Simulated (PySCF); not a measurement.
## Correlation energy of O (oxygen, neutral)

[He] 2s1 2p5, high-spin 3P determinant (an excited configuration). Computed with PySCF 2.14 in aug-cc-pVTZ with one added diffuse shell each of s, p, d, f type (6s5p4d3f, 62 functions), with no relativity, point nucleus. Frozen: 1s2; 6 electrons correlated.

| level | correlation energy (mhartree) |
| --- | --- |
| CCSD | -210.77 |
| (T) | -19.77 |
| CCSD(T) | -230.54 |

Diagnostics: T1 = 0.026, D1 = 0.0744, largest double amplitude 0.205.

Is a single reference adequate?

Not fully. A double-excitation amplitude exceeds 0.15, a sign of near-degeneracy.
